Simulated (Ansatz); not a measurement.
Reaction (substitution at a C–C bond): `CC1=CN1` + `[NH2][Al]([F])[F]` → `C[NH][Al]([F])[F]` + `C1=CN1`

Gas-phase electronic energies from Ansatz, PBE0-D4/def2-TZVP geometries. CCSD(T)/CBS adds triple-zeta CCSD(T) − MP2 to the extrapolated MP2 energy (def2 sets, frozen cores). This one scheme is used for every species. One conformer a species, not always the lowest.

`CC1=CN1`:

Z-matrix (Å, degrees):
```
C
C 1 1.457
H 1 1.095 2 109.4
H 1 1.094 2 110.7 3 117.9
H 1 1.091 2 111.2 3 -120.9
C 2 1.272 1 158.5 3 116.6
N 2 1.498 1 135.6 3 -49.1
H 6 1.074 2 156.8 1 -3.4
H 7 1.025 2 107.9 1 -87.2
```

`[NH2][Al]([F])[F]`:

```xyz
6

N    -0.084   -0.806   -0.519
Al    0.068    0.656    0.422
F     1.320    0.855    1.463
F    -1.037    1.860    0.285
H     0.559   -1.578   -0.479
H    -0.827   -0.988   -1.172
```

`C[NH][Al]([F])[F]`:

```xyz
9

C     0.432    1.165    0.350
N     0.408   -0.082   -0.391
Al   -0.732   -1.397   -0.242
F    -0.593   -2.738   -1.177
F    -1.963   -1.310    0.840
H     0.329    2.036   -0.306
H     1.357    1.284    0.925
H    -0.397    1.193    1.060
H     1.159   -0.150   -1.060
```

`C1=CN1`:

Cartesian coordinates in Å:
```
C 0.463 -0.177 0.558
C -0.714 0.114 0.185
N 0.372 0.512 -0.774
H 1.229 -0.491 1.242
H -1.774 0.250 0.290
H 0.424 -0.208 -1.500
```

| level | ΔE (eV) |
| --- | --- |
| CCSD(T)/def2-TZVPP | 0.77 |
| MP2/def2-QZVPP | 0.84 |
| SCS-MP2/def2-QZVPP | 0.79 |
| HF/CBS(def2) | 0.77 |

(1) What does CCSD(T)/CBS give? (An estimate is asked.)

Largest T1 diagnostic among the species: 0.012.

Answers

(1) Computed: +0.79 eV. The listed levels differ from it by -0.02, 0.05, 0.00, -0.02 eV.

At CCSD(T), def2-SVP lies −0.09 eV from the extrapolated value and def2-TZVPP −0.02 eV. Leaving LDA and LC-ωPBE aside and taking each functional with its dispersion term where it has one, the values, not all of them listed here, spread over 0.08 eV, from ωB97X-V to B97M-V. LDA lies +0.04 eV from PBE without D4.
